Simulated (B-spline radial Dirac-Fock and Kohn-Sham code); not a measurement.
# Kohn-Sham estimates against Dirac-Fock for the levels of Cs⁶⁺

System: Cs⁶⁺, configuration 1s2 2s2 2p6 3s2 3p6 3d10 4s2 4p6 4d10 5s2 5p1.

The density-functional columns are spherical, spin-unpolarised Dirac-Kohn-Sham results without Breit or QED terms: −ε is minus the orbital energy of the initial state and ΔSCF the difference of two total energies. The reference in the last column comes from multi-electron Dirac-Fock with separately optimised hole states, Breit and Lamb-shift corrections added in first order. All numbers are from a radial finite-basis atomic code, in eV; a selection of levels is shown. The Kohn-Sham columns are given as differences from the reference. For the 1s level of heavy atoms much of the gap between ΔSCF and the reference is the Breit and QED part, -131.1 eV here; for other levels the error of the functional can be larger.

```
level  PBE −ε − DF  PBE ΔSCF − DF  LDA −ε − DF  LDA ΔSCF − DF  Dirac-Fock
    K       -224.1         +159.3       -262.4         +119.9     36068.5
   L1       -122.5          -50.6       -127.2          -55.1      5806.1
   L2        -93.6           -4.5        -95.4           -6.2      5445.3
   L3        -98.1          -15.2        -99.4          -16.4      5097.5
   M1        -63.8          -37.2        -65.1          -38.5      1304.2
   M2        -51.8          -24.3        -52.2          -24.6      1153.5
   M3        -51.3          -24.8        -51.5          -24.9      1085.4
   M4        -33.4           -4.0        -33.1           -3.6       823.8
   M5        -33.8           -4.7        -33.4           -4.3       809.9
   N1        -29.5          -16.0        -29.9          -16.4       322.6
   N2        -23.0           -9.9        -23.1          -10.0       266.3
   N3        -22.9          -10.1        -23.1          -10.3       252.3
   N4        -11.3           +0.8        -11.1           +0.9       159.3
   N5        -11.3           +0.6        -11.2           +0.7       157.0
   O1         -4.4           +2.6         -3.8           +3.2       95.72
 O2,3         -5.6           +0.7         -5.1           +1.2       80.67
```

Values without a named source are computed, but for edge energies of neutral atoms, which are taken from tables.
